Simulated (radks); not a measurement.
Q: The mean radii <r> (bohr) of the occupied orbitals of an atom or ion are listed with their occupations. Method: non-relativistic Kohn-Sham, TPSS, spin-polarised, spherical densities, point nucleus; meta-GGA in the generalised Kohn-Sham scheme; computed with a radial shooting solver on a logarithmic mesh with Libxc functionals.

| orbital | occ. | <r> |
|---|---|---|
| 1s | 2 | 0.02333 |
| 2s | 2 | 0.09814 |
| 2p | 6 | 0.08322 |
| 3s | 2 | 0.2356 |
| 3p | 6 | 0.2236 |

Name the element and its charge. Open shells, if any, are filled with parallel spins first.

A: Z = 65, terbium, charge +47: Tb47+ in [Ar]. The 1s radius gives Z: for a bare nucleus <r> = 1.5/Z, 0.02308 bohr for Z = 65, and screening makes it slightly larger (0.02333 here). The occupations add up to 18, and the charge is Z minus that.
